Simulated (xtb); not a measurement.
trisilylphosphine (H9PSi3), SMILES [SiH3]P([SiH3])[SiH3]. All values are semi-empirical tight-binding results from xtb (GFN2-xTB unless named), good for trends rather than for accurate numbers. Coordinates come from a GFN2-xTB optimisation.

**Question.** Estimate the properties. (The exact figures need the calculation; the answer reports its results.)

**Answer.** 
point group as xtb finds it: C3v
orbital gap: 4.22 eV
zero-point energy: 46.2 kcal/mol
G − E(el) at 298.15 K (modified RRHO): 24.7 kcal/mol
static polarisability (D4 model): 113.4 bohr³
solvation energy, GFN2-xTB/ALPB(water): -0.8 kcal/mol
solvation energy, GFN2-xTB/ALPB(toluene): -2.5 kcal/mol
